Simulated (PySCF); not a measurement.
A structure optimised at PBE0-D3(BJ)/def2-SVP, used in a PySCF frequency run:

```
Sn
F 1 1.9524
H 1 1.7046 2 105.07
H 1 1.7046 3 118.37 2 -116.83
N 1 2.0190 3 109.18 2 117.48
H 5 1.0176 1 114.50 3 -177.47
H 5 1.0176 6 108.17 1 -129.00
```
Charge 0, spin multiplicity 1.

Write its SMILES, formula and point group.

[NH2][SnH2][F], FH₄NSn, Cs

What are its rotational constants (standard atomic weights)?

10.882, 5.1424, 3.7902 GHz
